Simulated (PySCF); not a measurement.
**Question.** What does the PBE0-D3(BJ)/def2-SVP structure of `C=C(F)C(F)(F)C(F)(F)C(F)(F)F` look like in three dimensions?

**Answer.** 
Z-matrix in Å and degrees, rows numbered from 1:
```
C 
C   1  1.3247
F   2  1.3259  1  123.21
C   2  1.5066  1  124.97  3   179.66
F   4  1.3461  2  109.54  1  -122.39
F   4  1.3419  2  109.78  1    -3.28
C   4  1.5511  2  115.32  1   118.39
F   7  1.3369  4  108.98  2    65.59
F   7  1.3380  4  107.74  2  -176.18
C   7  1.5441  4  115.53  2   -55.74
F  10  1.3275  7  110.22  4    65.83
F  10  1.3251  7  110.82  4   -54.63
F  10  1.3225  7  109.24  4  -174.77
H   1  1.0910  2  120.16  3    -0.24
H   1  1.0888  2  119.94  3   179.73
```

The 4 C–C bonds span 1.325 Å (C1=C2, drawn double) to 1.551 Å (C4–C7, drawn single), a spread of 0.226 Å. Of the pairs four or more bonds apart, F6···H15 is among the closest relative to their van der Waals radii: 2.40 Å, 90 % of the sum of Bondi's values. The C–F distances run from 1.323 Å (C10–F13, drawn single) to 1.346 Å (C4–F5, drawn single), a spread of 0.023 Å.

Computed, not measured: PBE0-D3(BJ)/def2-SVP geometry optimisation, gas phase (PySCF 2.14.0).

Point group: C1 (no symmetry element, even within 0.4 Å). Whether it is a minimum is left open (no frequencies). One conformer, not necessarily the lowest (C1–C2–C4–F5 -122°, C2–C4–C7–F8 66°).

Hardware: an Arm Neoverse N1 with one thread, no GPU, shared host with 64 logical CPUs at a one-minute load of 61. Cost: 11 min, 0.88 GiB resident at most. That covers the optimisation of the geometry.
